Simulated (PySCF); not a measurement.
Record of a relaxation.

Species: C₄H₆AlBr.
Atom-mapped SMILES: `[Br:1][Al:2]1[CH2:3][CH:4]=[CH:5][CH2:6]1` (hydrogens: H7, H8 on C3; H9 on C4; H10 on C5; H11, H12 on C6)

Method: PBE0-D3(BJ)/def2-SVP geometry optimisation, gas phase in PySCF; density fitting, grid level 1; the optimiser is geomeTRIC in internal coordinates, started from a GFN2-xTB structure with every atom displaced at random (about 0.01 Å). 14 of its 18 geometries are shown. The frame can shift and turn from step to step; on so coarse a grid that alone can change the energy by a few meV, and forces under 0.02 eV/Å are noise.

Step 0: E = -80860.7379 eV, largest atomic force 2.057 eV/Å
```
atom  x, y, z in Å  |  force x, y, z in eV/Å
Br1     3.342   -1.578   -0.647   -0.387   0.141   0.097
Al2     1.294   -0.589   -0.387   -0.212   0.212  -0.224
C3      0.723    1.287    0.021    1.620   0.138   0.586
C4     -0.518    0.897    0.688   -1.891  -0.135   0.799
C5     -1.149   -0.277    0.435    0.352   0.576   0.278
C6     -0.574   -1.272   -0.517    0.316  -0.196   0.458
H7      0.537    1.838   -0.896   -0.078   0.258  -0.710
H8      1.318    1.988    0.660   -0.095  -0.542  -0.387
H9     -0.994    1.595    1.415    0.287  -0.334  -0.291
H10    -2.074   -0.525    0.960   -0.131   0.041   0.132
H11    -0.992   -1.105   -1.509   -0.014   0.011  -0.684
H12    -0.873   -2.289   -0.232    0.233  -0.172  -0.054
```

Step 1: E = -80860.8561 eV, largest atomic force 0.285 eV/Å
```
atom  x, y, z in Å  |  force x, y, z in eV/Å
Br1     2.830   -2.079   -1.064    0.056   0.170   0.003
Al2     1.134   -0.662   -0.558   -0.039  -0.194  -0.057
C3      0.931    1.197    0.040   -0.120  -0.030   0.020
C4     -0.382    0.963    0.769    0.192  -0.086  -0.192
C5     -1.164   -0.111    0.513    0.127   0.067   0.120
C6     -0.756   -1.154   -0.496   -0.175   0.114  -0.126
H7      0.790    1.860   -0.841    0.056  -0.074   0.140
H8      1.700    1.671    0.674   -0.104  -0.065  -0.056
H9     -0.676    1.675    1.544   -0.108   0.088   0.080
H10    -2.088   -0.256    1.089    0.047   0.068  -0.030
H11    -1.233   -0.971   -1.481    0.029  -0.038   0.073
H12    -1.054   -2.171   -0.201    0.040  -0.021   0.024
```

Step 3: E = -80860.8804 eV, largest atomic force 0.419 eV/Å
```
atom  x, y, z in Å  |  force x, y, z in eV/Å
Br1     2.963   -1.865   -1.069   -0.013  -0.048   0.019
Al2     1.101   -0.683   -0.588    0.050  -0.100   0.001
C3      0.940    1.153    0.046   -0.113  -0.083  -0.099
C4     -0.377    0.947    0.747   -0.156   0.260   0.289
C5     -1.180   -0.112    0.512    0.191  -0.069  -0.176
C6     -0.796   -1.173   -0.493    0.001   0.016   0.059
H7      0.839    1.840   -0.813   -0.005   0.087  -0.045
H8      1.712    1.586    0.696    0.052  -0.008   0.063
H9     -0.690    1.676    1.507    0.016  -0.002  -0.039
H10    -2.110   -0.212    1.083   -0.012  -0.013  -0.035
H11    -1.290   -1.010   -1.468   -0.036  -0.018  -0.034
H12    -1.080   -2.186   -0.170    0.024  -0.023  -0.004
```

Step 4: E = -80860.8862 eV, largest atomic force 0.074 eV/Å
```
atom  x, y, z in Å  |  force x, y, z in eV/Å
Br1     2.965   -1.882   -1.047   -0.017  -0.019   0.023
Al2     1.107   -0.688   -0.582    0.047   0.004   0.020
C3      0.932    1.156    0.047   -0.027   0.033  -0.035
C4     -0.387    0.962    0.751   -0.001  -0.065  -0.030
C5     -1.172   -0.107    0.500   -0.064   0.006   0.037
C6     -0.787   -1.177   -0.495    0.046   0.051   0.017
H7      0.835    1.845   -0.813    0.014   0.040   0.002
H8      1.706    1.586    0.699    0.033  -0.016   0.014
H9     -0.707    1.691    1.507    0.000  -0.001  -0.033
H10    -2.109   -0.214    1.060   -0.027  -0.014  -0.019
H11    -1.281   -1.021   -1.473   -0.013  -0.015  -0.007
H12    -1.070   -2.188   -0.165    0.009  -0.004   0.011
```

Step 5: E = -80860.8883 eV, largest atomic force 0.048 eV/Å
```
atom  x, y, z in Å  |  force x, y, z in eV/Å
Br1     2.962   -1.904   -1.020   -0.001   0.008   0.019
Al2     1.116   -0.687   -0.571    0.005   0.023   0.017
C3      0.930    1.161    0.047   -0.006   0.014  -0.029
C4     -0.396    0.966    0.742    0.014  -0.039  -0.023
C5     -1.177   -0.106    0.492   -0.032  -0.001   0.025
C6     -0.778   -1.177   -0.493    0.019   0.009  -0.011
H7      0.840    1.853   -0.813    0.013   0.011   0.017
H8      1.699    1.591    0.707    0.008  -0.016   0.009
H9     -0.721    1.699    1.491   -0.008   0.008  -0.023
H10    -2.119   -0.215    1.043   -0.015   0.003  -0.011
H11    -1.267   -1.031   -1.475   -0.004  -0.018   0.002
H12    -1.057   -2.188   -0.159    0.007  -0.002   0.009
```

Step 7: E = -80860.8937 eV, largest atomic force 0.099 eV/Å
```
atom  x, y, z in Å  |  force x, y, z in eV/Å
Br1     3.026   -1.871   -0.872    0.017  -0.005  -0.043
Al2     1.149   -0.676   -0.524   -0.064   0.070   0.029
C3      0.913    1.178    0.064    0.056  -0.017   0.002
C4     -0.451    0.985    0.681   -0.003   0.004   0.008
C5     -1.205   -0.106    0.429    0.024   0.001  -0.004
C6     -0.733   -1.209   -0.485    0.007  -0.072  -0.042
H7      0.884    1.890   -0.783    0.004  -0.025   0.018
H8      1.650    1.584    0.776   -0.040  -0.003   0.004
H9     -0.833    1.745    1.373   -0.020   0.020   0.002
H10    -2.181   -0.207    0.920    0.007   0.029   0.003
H11    -1.203   -1.139   -1.485    0.010  -0.010   0.011
H12    -0.983   -2.212   -0.104    0.004   0.009   0.013
```

Step 8: E = -80860.9004 eV, largest atomic force 0.052 eV/Å
```
atom  x, y, z in Å  |  force x, y, z in eV/Å
Br1     3.071   -1.821   -0.831   -0.002  -0.003  -0.052
Al2     1.171   -0.656   -0.495   -0.008  -0.010   0.033
C3      0.902    1.189    0.092    0.013  -0.033   0.027
C4     -0.496    0.997    0.632   -0.026   0.026   0.021
C5     -1.223   -0.111    0.379    0.038  -0.001  -0.018
C6     -0.693   -1.243   -0.469   -0.002  -0.003  -0.003
H7      0.923    1.921   -0.736    0.010   0.006  -0.019
H8      1.599    1.577    0.853   -0.024   0.007   0.010
H9     -0.931    1.781    1.264   -0.003   0.004   0.002
H10    -2.226   -0.198    0.816    0.004   0.008  -0.011
H11    -1.150   -1.242   -1.476   -0.005  -0.010  -0.009
H12    -0.915   -2.234   -0.041    0.007   0.008   0.021
```

Step 9: E = -80860.9096 eV, largest atomic force 0.105 eV/Å
```
atom  x, y, z in Å  |  force x, y, z in eV/Å
Br1     3.133   -1.750   -0.791   -0.006   0.003  -0.040
Al2     1.208   -0.627   -0.443    0.049  -0.084   0.039
C3      0.880    1.205    0.143   -0.043  -0.006   0.037
C4     -0.564    1.018    0.547   -0.023   0.011   0.000
C5     -1.248   -0.117    0.294    0.032  -0.002  -0.017
C6     -0.627   -1.291   -0.429   -0.050   0.089   0.013
H7      0.983    1.967   -0.649    0.025   0.018  -0.041
H8      1.503    1.564    0.981   -0.002   0.012   0.013
H9     -1.078    1.836    1.069    0.020  -0.011   0.007
H10    -2.292   -0.185    0.626    0.000  -0.017  -0.019
H11    -1.056   -1.407   -1.441   -0.008  -0.021  -0.019
H12    -0.810   -2.250    0.082    0.006   0.006   0.027
```

Step 10: E = -80860.9152 eV, largest atomic force 0.108 eV/Å
```
atom  x, y, z in Å  |  force x, y, z in eV/Å
Br1     3.166   -1.717   -0.772   -0.004   0.004  -0.020
Al2     1.230   -0.618   -0.403    0.047  -0.081   0.043
C3      0.868    1.211    0.177   -0.042   0.016   0.025
C4     -0.601    1.033    0.487   -0.005   0.001  -0.015
C5     -1.262   -0.115    0.234    0.011   0.001  -0.014
C6     -0.593   -1.314   -0.396   -0.057   0.091  -0.015
H7      1.028    1.989   -0.591    0.025   0.003  -0.031
H8      1.436    1.550    1.060    0.005   0.008   0.008
H9     -1.153    1.870    0.933    0.022  -0.009   0.012
H10    -2.327   -0.173    0.491   -0.003  -0.015  -0.009
H11    -0.999   -1.511   -1.405    0.001  -0.024  -0.007
H12    -0.762   -2.243    0.175    0.001   0.006   0.023
```

Step 12: E = -80860.9225 eV, largest atomic force 0.073 eV/Å
```
atom  x, y, z in Å  |  force x, y, z in eV/Å
Br1     3.199   -1.725   -0.697   -0.008  -0.004   0.038
Al2     1.259   -0.652   -0.275   -0.045   0.034   0.004
C3      0.866    1.194    0.250    0.058   0.034   0.003
C4     -0.639    1.082    0.321    0.025  -0.022  -0.011
C5     -1.289   -0.070    0.072   -0.031   0.021  -0.023
C6     -0.570   -1.340   -0.307    0.022  -0.063  -0.030
H7      1.189    1.977   -0.460   -0.015  -0.039   0.007
H8      1.295    1.496    1.224    0.009  -0.008  -0.015
H9     -1.221    1.973    0.589   -0.006   0.009  -0.002
H10    -2.385   -0.087    0.139   -0.004   0.024   0.011
H11    -0.911   -1.732   -1.282    0.007   0.011   0.020
H12    -0.762   -2.154    0.416   -0.013   0.003  -0.003
```

Step 13: E = -80860.9226 eV, largest atomic force 0.106 eV/Å
```
atom  x, y, z in Å  |  force x, y, z in eV/Å
Br1     3.183   -1.771   -0.656   -0.014  -0.012   0.049
Al2     1.251   -0.682   -0.237   -0.055   0.067  -0.027
C3      0.883    1.179    0.260    0.072  -0.002   0.007
C4     -0.624    1.100    0.285    0.023  -0.007  -0.003
C5     -1.292   -0.043    0.035   -0.035   0.020  -0.011
C6     -0.590   -1.336   -0.290    0.054  -0.091  -0.002
H7      1.248    1.946   -0.448   -0.024  -0.036   0.012
H8      1.288    1.480    1.244    0.008  -0.007  -0.020
H9     -1.195    2.006    0.523   -0.015   0.016  -0.014
H10    -2.389   -0.037    0.069   -0.005   0.033   0.008
H11    -0.922   -1.760   -1.255    0.007   0.021   0.014
H12    -0.809   -2.118    0.460   -0.014  -0.002  -0.014
```

Step 14: E = -80860.9228 eV, largest atomic force 0.109 eV/Å
```
atom  x, y, z in Å  |  force x, y, z in eV/Å
Br1     3.129   -1.879   -0.578   -0.013  -0.009   0.036
Al2     1.224   -0.733   -0.200   -0.032   0.072  -0.062
C3      0.925    1.148    0.255    0.037  -0.060   0.018
C4     -0.585    1.124    0.263    0.009   0.012   0.008
C5     -1.294    0.005    0.013   -0.024   0.012   0.010
C6     -0.639   -1.320   -0.285    0.057  -0.074   0.056
H7      1.325    1.879   -0.471   -0.014  -0.011   0.007
H8      1.332    1.458    1.235    0.006   0.004  -0.017
H9     -1.124    2.051    0.491   -0.015   0.016  -0.024
H10    -2.390    0.054    0.039   -0.002   0.028  -0.004
H11    -0.968   -1.747   -1.248    0.004   0.022  -0.006
H12    -0.902   -2.078    0.475   -0.014  -0.012  -0.022
```

Step 16: E = -80860.9239 eV, largest atomic force 0.044 eV/Å
```
atom  x, y, z in Å  |  force x, y, z in eV/Å
Br1     3.109   -1.913   -0.539    0.003  -0.006  -0.002
Al2     1.213   -0.745   -0.197    0.004  -0.008  -0.025
C3      0.938    1.136    0.251   -0.011   0.008   0.006
C4     -0.572    1.130    0.261   -0.004  -0.003   0.002
C5     -1.294    0.019    0.016    0.017  -0.003   0.008
C6     -0.653   -1.316   -0.282   -0.017   0.003   0.041
H7      1.342    1.857   -0.482    0.004   0.005  -0.004
H8      1.355    1.449    1.226    0.000   0.001   0.002
H9     -1.103    2.066    0.477    0.005   0.000  -0.007
H10    -2.389    0.087    0.039    0.002  -0.005  -0.003
H11    -0.984   -1.730   -1.251    0.002   0.009  -0.011
H12    -0.931   -2.078    0.469   -0.005  -0.001  -0.007
```

Step 17: E = -80860.9241 eV, largest atomic force 0.022 eV/Å
```
atom  x, y, z in Å  |  force x, y, z in eV/Å
Br1     3.110   -1.912   -0.540   -0.003  -0.005  -0.010
Al2     1.212   -0.744   -0.204    0.007  -0.006  -0.002
C3      0.939    1.137    0.248   -0.005   0.003  -0.005
C4     -0.571    1.128    0.268    0.001   0.004  -0.001
C5     -1.293    0.017    0.025    0.001  -0.001   0.004
C6     -0.654   -1.316   -0.284   -0.005   0.007   0.020
H7      1.336    1.858   -0.488    0.002   0.002   0.000
H8      1.362    1.450    1.220    0.000  -0.003   0.003
H9     -1.101    2.064    0.488    0.002   0.001   0.000
H10    -2.388    0.084    0.054   -0.002  -0.004   0.001
H11    -0.987   -1.719   -1.257    0.003   0.004  -0.005
H12    -0.933   -2.085    0.460   -0.001  -0.001  -0.003
```

Problem. Summarise the path.

Solution. The energy falls by 17.97 kJ/mol from step 0 to step 17; nine tenths of that is first reached at step 9. It falls at every step. The largest force goes from 2.057 to 0.022 eV/Å. Among the bonds Al2–C3 changes most (a near tie, within 0.001 Å, with another), from 2.003 to 1.954 Å; the atoms move by 0.515 Å rms after alignment.

Problem. Follow the three bonds and two angles with the largest change from start to end.

Solution. 
```tsv
step	E above end (kJ/mol)	largest force (eV/Å)	Al2–C3 (Å)	C3–C4 (Å)	Al2–C6 (Å)	Al2–C6–H12 (°)	Al2–C3–H8 (°)
0	17.97	2.057	2.003	1.462	1.993	123.8	123.4
1	6.56	0.285	1.963	1.520	1.954	120.2	120.6
2	4.49	0.181	1.958	1.514	1.955	120.1	120.7
3	4.22	0.419	1.949	1.506	1.962	119.6	120.4
4	3.66	0.074	1.956	1.508	1.958	119.4	119.8
5	3.46	0.048	1.958	1.509	1.958	119.2	119.4
6	3.20	0.114	1.960	1.510	1.957	118.5	118.1
7	2.94	0.099	1.958	1.510	1.957	118.3	117.5
8	2.29	0.052	1.955	1.510	1.955	117.9	116.9
9	1.40	0.105	1.952	1.511	1.952	117.1	116.0
10	0.87	0.108	1.953	1.511	1.951	116.4	115.4
11	0.41	0.055	1.956	1.511	1.953	115.7	115.1
12	0.16	0.073	1.959	1.510	1.954	114.3	114.6
13	0.15	0.106	1.961	1.510	1.955	113.9	114.5
14	0.13	0.109	1.959	1.510	1.955	113.7	114.8
15	0.08	0.068	1.955	1.510	1.953	114.0	114.9
16	0.02	0.044	1.953	1.510	1.953	114.3	115.0
17	0.00	0.022	1.954	1.510	1.953	114.6	115.0
```

The cost below is that of the whole optimisation. The run took 2.9 min on an Arm Neoverse V1 with one thread, shared host with 32 logical CPUs at a one-minute load of 30, and the process peaked at 0.53 GiB of memory.
